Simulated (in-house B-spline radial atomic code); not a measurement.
RPA and G0W0 on HSE06: the silicon ion Si⁷⁺

Configuration [He] 2s2 2p3, highest spin, mean-field start HSE06. Computed with an all-electron radial atomic-structure program (B-spline basis): all electrons, non-relativistic, point nucleus, each spin shell either full or empty, empty states to l = 9 with an (l + 1/2)⁻⁴ tail; G0W0 by contour deformation at full frequency.

Command:
```bash
python run_gw.py task.json out
```
Settings (radii: box in bohr, nucleus in fm):
```
Z                        14
electrons                7
configuration            [He] 2s2 2p3
hamiltonian              nr
method                   hse06
lmax                     9
spin_polarised           True
box_radius               8.41
intervals                46
```

Time taken, with all properties: 1.3 s on 1 thread of Arm Neoverse N1, with other jobs on the host.

Energies (hartree):

```
                                     term       value
                         mean-field total  -262.73970
Hartree-Fock functional on these orbitals  -262.63221
                      direct second order    -0.41665
                    second-order exchange     0.20068
                         SOSEX correction     0.18289
```

Question: What is the RPA correlation energy, and what remains with SOSEX?

Answer: RPA gives -0.37851 hartree (-1.47 eV per electron); RPA + SOSEX gives -0.19562, and the second-order doubles -0.21597 hartree (no singles). SOSEX takes back 48 % of the RPA value.

Quasi-particle levels (eV):

| level | occupied | mean field | Σx - vxc | Σc | QP weight | G0W0 |
| --- | --- | --- | --- | --- | --- | --- |
| 2p up | yes | -286.97 | -18.53 | ? | ? | ? |
| 2s down | yes | -308.63 | -11.31 | -3.11 | 0.976 | -323.06 |
| 1s down | yes | -2019.53 | -66.26 | 15.45 | 0.903 | -2070.33 |
| 2p down | no | -261.22 | 18.93 | -4.12 | 0.982 | -246.42 |

G0W0 = mean field + (Σx - vxc) + Σc, with Σc (partial-wave tail included) taken at the quasi-particle energy. Levels of low weight are left out.

Question: Where does G0W0 put 2p up?

Answer: At -303.83 eV, with Σc = 1.66 eV and a quasi-particle weight of 0.975. The tabulated removal energy is 303.59 ± 0.05 eV (NIST, semi-empirical); the calculation leaves out relativity, Breit and QED terms, and what these don't explain is the method's own error.
